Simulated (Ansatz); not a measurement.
Abridged output of a molecular run in Ansatz:

```
Functional definition: HF
1485 factors; integrals over basis functions are off by at most 8.8e-4 eV
mean field evaluation 1: about -22586.3984 eV, gradient 5.4e1 eV
mean field evaluation 2: about -22586.6894 eV, gradient 5.4e1 eV
mean field evaluation 4: about -22592.0518 eV, gradient 3.4e0 eV
mean field evaluation 8: about -22592.1252 eV, gradient 1.6e-1 eV
mean field -22592.12529741 eV, -830.2452911872 hartree, gradient 6.3e-6 eV, S^2 0.000000; 0 other end points of the search recorded, 0 dependent functions left out
13 core orbitals not correlated: weight in the atoms' cores, before any rotation towards them, 1.000 or more for the frozen orbitals, at most 0.000 for the correlated occupied ones
reference -22592.12529741 eV, -830.2452911872 hartree; 16, 16 occupied and 218, 218 virtual orbitals, 1485 factors
second order -26.40742892 eV of doubles, -0.00000000 eV of singles
cycle   1  -26.55760910 eV  change   -1.5e-1 eV  update   1.1e-1
cycle   2  -27.16462929 eV  change   -6.1e-1 eV  update   3.2e-2
cycle   3  -27.31204435 eV  change   -1.5e-1 eV  update   1.7e-2
cycle   4  -27.29350773 eV  change    1.9e-2 eV  update   3.6e-3
cycle   5  -27.29165876 eV  change    1.8e-3 eV  update   1.7e-3
cycle   6  -27.29286885 eV  change   -1.2e-3 eV  update   5.2e-4
cycle   7  -27.29262267 eV  change    2.5e-4 eV  update   2.0e-4
cycle   8  -27.29250867 eV  change    1.1e-4 eV  update   6.6e-5
cycle   9  -27.29253255 eV  change   -2.4e-5 eV  update   2.7e-5
perturbative correction -0.89335705 eV, -0.0328302659 hartree
Total energy: -22620.31118700 eV, -831.2811035247 hartree
```

Its atoms:

Cartesian coordinates in Å:
```
O 0.5485 0.3927 -1.8357
Si 0.5815 0.5758 -0.2007
O -0.2673 1.8801 0.3323
Si -0.4475 -1.2789 0.8189
F -1.6431 -1.7360 -0.1641
H -0.2786 0.1081 -2.2298
H 2.0262 0.7258 0.1102
H 0.0335 2.7529 0.0718
H 0.4852 -2.4308 0.9465
H -1.0385 -0.9897 2.1507
```

Which basis set was used?
A. cc-pV(D+d)Z
B. def2-TZVPP
C. def2-SVP
D. def2-SVPD

B. It gives 247 functions.

Write the keys of the input that set method, charge and spin (a neutral closed shell needs none for the last two).


```yaml
correlation: {method: ccsd_t}
```
